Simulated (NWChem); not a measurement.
The numbers come from NWChem runs, not from measurements. System: isocyanic acid (CHNO), charge 0, spin multiplicity 1, at a geometry optimised with PBE0/def2-SVP. Level: MP2/def2-TZVP, 3 core orbitals frozen.

Output (cleaned and shortened):

```
             Northwest Computational Chemistry Package (NWChem) 7.3.0
             --------------------------------------------------------

                                NWChem Input Module
                                -------------------

 Scaling coordinates for geometry "geometry" by  1.889725989
 (inverse scale =  0.529177249)

 Turning off AUTOSYM since
 SYMMETRY directive was detected!

                             Geometry "geometry" -> ""
                             -------------------------

 Output coordinates in angstroms (scale by  1.889725989 to convert to a.u.)

  No.       Tag          Charge          X              Y              Z
 ---- ---------------- ---------- -------------- -------------- --------------
    1 N                    7.0000     1.16003500    -0.07317700     0.00000000
    2 C                    6.0000    -0.04679300     0.01949200     0.00000000
    3 O                    8.0000    -1.21043200    -0.03409700     0.00000000
    4 H                    1.0000     1.84397000     0.66806100     0.00000000

 Effective nuclear repulsion energy (a.u.)      59.2793257738

            Nuclear Dipole moment (a.u.)
            ----------------------------
        X                 Y               Z
 ---------------- ---------------- ----------------
     0.0000018897    -0.0000037795     0.0000000000

      Symmetry information
      --------------------

 Group name             Cs
 Group number              2
 Group order               2
 No. of unique centers     4

      Symmetry unique atoms

     1    2    3    4


 Summary of "ao basis" -> "" (spherical)
 ------------------------------------------------------------------------------
       Tag                 Description            Shells   Functions and Types
 ---------------- ------------------------------  ------  ---------------------
 *                         def2-tzvp                  on all atoms

 Summary of "ao basis" -> "ao basis" (spherical)
 ------------------------------------------------------------------------------
       Tag                 Description            Shells   Functions and Types
 ---------------- ------------------------------  ------  ---------------------
 N                         def2-tzvp                11       31   5s3p2d1f
 C                         def2-tzvp                11       31   5s3p2d1f
 O                         def2-tzvp                11       31   5s3p2d1f
 H                         def2-tzvp                 4        6   3s1p

                                 NWChem SCF Module
                                 -----------------

  ao basis        = "ao basis"
  functions       =    99
  atoms           =     4
  closed shells   =    11
  open shells     =     0
  charge          =   0.00
  wavefunction    = RHF
  use symmetry    = T
  symmetry adapt  = T

 Summary of "ao basis" -> "ao basis" (spherical)
 ------------------------------------------------------------------------------
       Tag                 Description            Shells   Functions and Types
 ---------------- ------------------------------  ------  ---------------------
 N                         def2-tzvp                11       31   5s3p2d1f
 C                         def2-tzvp                11       31   5s3p2d1f
 O                         def2-tzvp                11       31   5s3p2d1f
 H                         def2-tzvp                 4        6   3s1p

      Symmetry analysis of basis
      --------------------------

        a'         68
        a"         31

 Forming initial guess at       0.1s

      Superposition of Atomic Density Guess
      -------------------------------------

 Sum of atomic energies:        -167.26699646

      Non-variational initial energy
      ------------------------------

 Total energy =    -168.544294
 1-e energy   =    -344.626962
 2-e energy   =     116.803343
 HOMO         =      -0.382188
 LUMO         =       0.057630

      Symmetry analysis of molecular orbitals - initial
      -------------------------------------------------

  Numbering of irreducible representations:

     1 a'          2 a"

  Orbital symmetries:

     1 a'          2 a'          3 a'          4 a'          5 a'
[...]
   Bfn.  Coefficient  Atom+Function         Bfn.  Coefficient  Atom+Function
  ----- ------------  ---------------      ----- ------------  ---------------
     7      0.308583  1 N  py                10      0.280110  1 N  py
    69     -0.266483  3 O  py                72     -0.238654  3 O  py
    13      0.194051  1 N  py                75     -0.161898  3 O  py
     4     -0.159140  1 N  s

 Vector   11  Occ=2.000000D+00  E=-4.535873D-01  Symmetry=a"
              MO Center=  3.4D-01, -3.8D-02, -4.2D-17, r^2= 1.9D+00
   Bfn.  Coefficient  Atom+Function         Bfn.  Coefficient  Atom+Function
  ----- ------------  ---------------      ----- ------------  ---------------
     8      0.334167  1 N  pz                11      0.309904  1 N  pz
    70     -0.274079  3 O  pz                73     -0.248185  3 O  pz
    14      0.238892  1 N  pz                76     -0.176031  3 O  pz

 Vector   12  Occ=0.000000D+00  E= 1.221148D-01  Symmetry=a'
              MO Center=  1.6D+00,  9.3D-01, -1.3D-16, r^2= 4.2D+00
   Bfn.  Coefficient  Atom+Function         Bfn.  Coefficient  Atom+Function
  ----- ------------  ---------------      ----- ------------  ---------------
     5      2.112778  1 N  s                 96     -1.968981  4 H  s
    36     -1.313672  2 C  s                 67      0.740575  3 O  s
    13      0.567603  1 N  py                35     -0.430093  2 C  s
    74      0.281141  3 O  px                 3      0.199793  1 N  s
    12      0.186012  1 N  px

 Vector   13  Occ=0.000000D+00  E= 1.545769D-01  Symmetry=a'
              MO Center=  2.4D-01,  4.5D-01, -2.3D-16, r^2= 3.2D+00
   Bfn.  Coefficient  Atom+Function         Bfn.  Coefficient  Atom+Function
  ----- ------------  ---------------      ----- ------------  ---------------
    36      2.519840  2 C  s                  5     -1.057473  1 N  s
    12      0.941278  1 N  px                96     -0.887657  4 H  s
    35      0.846089  2 C  s                 67     -0.832606  3 O  s
    43      0.519212  2 C  px                44      0.476564  2 C  py
    74     -0.363890  3 O  px                75     -0.354713  3 O  py

 Vector   14  Occ=0.000000D+00  E= 2.126795D-01  Symmetry=a'
              MO Center=  4.6D-02, -3.5D-01,  3.4D-16, r^2= 5.1D+00
   Bfn.  Coefficient  Atom+Function         Bfn.  Coefficient  Atom+Function
  ----- ------------  ---------------      ----- ------------  ---------------
    36      2.415116  2 C  s                 67     -2.132848  3 O  s
    96     -1.272933  4 H  s                 35      0.905596  2 C  s
    44     -0.854991  2 C  py                43     -0.723633  2 C  px
    13      0.688389  1 N  py                74     -0.671563  3 O  px
     4     -0.598385  1 N  s                 12      0.578059  1 N  px

 center of mass
 --------------
 x =  -0.07996489 y =  -0.02912811 z =   0.00000000

 moments of inertia (a.u.)
 ------------------
           1.920232037061          -2.406829217899           0.000000000000
          -2.406829217899         163.035659161856           0.000000000000
           0.000000000000           0.000000000000         164.955891198917

  Mulliken analysis of the total density
  --------------------------------------

    Atom       Charge   Shell Charges
 -----------   ------   -------------------------------------------------------
    1 N    7     7.56   0.82  1.16  0.52  0.81  0.22  1.51  1.71  0.76  0.01  0.03  0.00
    2 C    6     5.39   0.86  1.12  0.58  0.29  0.01  1.15  0.95  0.14  0.07  0.20  0.03
    3 O    8     8.36   0.79  1.18  0.58  0.94  0.33  1.83  1.93  0.73  0.01  0.03  0.00
    4 H    1     0.69   0.24  0.37  0.04  0.04

       Multipole analysis of the density wrt the origin
       ------------------------------------------------

     L   x y z        total         open         nuclear
     -   - - -        -----         ----         -------
     0   0 0 0     -0.000000      0.000000     22.000000

     1   1 0 0      0.717353      0.000000      0.000002
     1   0 1 0      0.625981      0.000000     -0.000004
     1   0 0 1      0.000000      0.000000      0.000000

     2   2 0 0    -12.836524      0.000000     87.684971
     2   1 1 0      2.133314      0.000000      3.436698
     2   1 0 1     -0.000000      0.000000      0.000000
     2   0 2 0    -11.608595      0.000000      1.768998
     2   0 1 1     -0.000000      0.000000      0.000000
     2   0 0 2    -12.480817      0.000000      0.000000

                   NWChem MP2 Semi-direct Energy/Gradient Module
                   ---------------------------------------------

  Basis functions       =     99
  Molecular orbitals    =     99
  Frozen core           =      3
  Frozen virtuals       =      0
  Active alpha occupied =      8
  Active beta occupied  =      8
  Active alpha virtual  =     88
  Active beta virtual   =     88
  Use MO symmetry       = T
  Use skeleton AO sym   = T

  AO/Fock/Back tols     =   1.0D-09  1.0D-09  1.0D-09

 GA uses MA = F    GA memory limited = T

 Available:
  local mem=  1.15D+08
 global mem=  1.31D+08
 local disk=  0.00D+00
  mp2_memr nvloc                    88
  nvloc new                    88
   1 passes of   8:        5242880                      55179                  11745477.
   1 passes of   8: M    114683712           G      131052398           F     109440832.

 Semi-direct pass number   1 of   1  for RHF alpha+beta  at        3.0s
  vrange nnbf                  4900
  mp2_eaftype                    44  avail_ma_in_mb                   999
 EAF : mp2_eaftype filesize          44    5872738.
  mp2_eaf for mointskh                     44
Node 0 wrote     27.6 Mb in      0.0 s     Agg I/O rate:  1673.1 Mb/s
 Done moints_semi at        6.1s
  mp2_eaftype                    44  avail_ma_in_mb                   955
 EAF : mp2_eaftype filesize          44    5872738.
  mp2_eaf for kh                    44
 Done maket at        6.3s
 Done multipass loop at        6.3s

          -------------------------------------------
          SCF energy                -167.835654212642
          Correlation energy          -0.572923476959
          Singlet pairs               -0.346762773850
          Triplet pairs               -0.226160703109
          Total MP2 energy          -168.408577689602
          -------------------------------------------

          ---------------------------------------------------
                    Spin Component Scaled (SCS) MP2
          Same spin pairs                     -0.150773802073
          Same spin scaling factor             0.333333333333
          Opposite spin pairs                 -0.422149674886
          Opposite spin scaling fact.          1.200000000000
          SCS-MP2 correlation energy          -0.556837543888
          Total SCS-MP2 energy              -168.392491756530
          ---------------------------------------------------

 -----------------------
 Performance information
 -----------------------

 Timer overhead =  2.17D-07 seconds/call

               Nr. of calls         CPU time (s)                 Wall time (s)                GFlops
             ---------------    -------------------     ------------------------------   -------------------
Name         Min   Avg   Max    Min     Avg     Max     Min     Avg     Max   Mx/calls   Min     Max     Sum
mp2: moin     1     1     1    3.0     3.0     3.0      3.0     3.0     3.0     3.0      0.0     0.0     0.0
mp2: make     1     1     1   0.23    0.23    0.23     0.23    0.23    0.23    0.23      0.0     0.0     0.0
mp2: tota     1     1     1    3.3     3.3     3.3      3.3     3.3     3.3     3.3      0.0     0.0     0.0

 The average no. of pstat calls per process was 3.00D+00
 with a timing overhead of 6.51D-07s

 Task  times  cpu:        6.3s     wall:        6.3s

 Total times  cpu:        6.3s     wall:        6.3s
```

Write an NWChem input that would produce this output.

One answer among several that fit: 
```
start mol
memory heap 200 mb stack 800 mb global 1000 mb
geometry units angstroms nocenter noautoz
  N      1.160035    -0.073177     0.000000
  C     -0.046793     0.019492     0.000000
  O     -1.210432    -0.034097     0.000000
  H      1.843970     0.668061     0.000000
  symmetry group Cs
end
basis spherical
  * library def2-tzvp
end
scf
  rhf
  nopen 0
  maxiter 100
  thresh 1e-7
  semidirect memsize 60000000 filesize 0
end
mp2
  freeze core 3
end
task mp2 energy
```
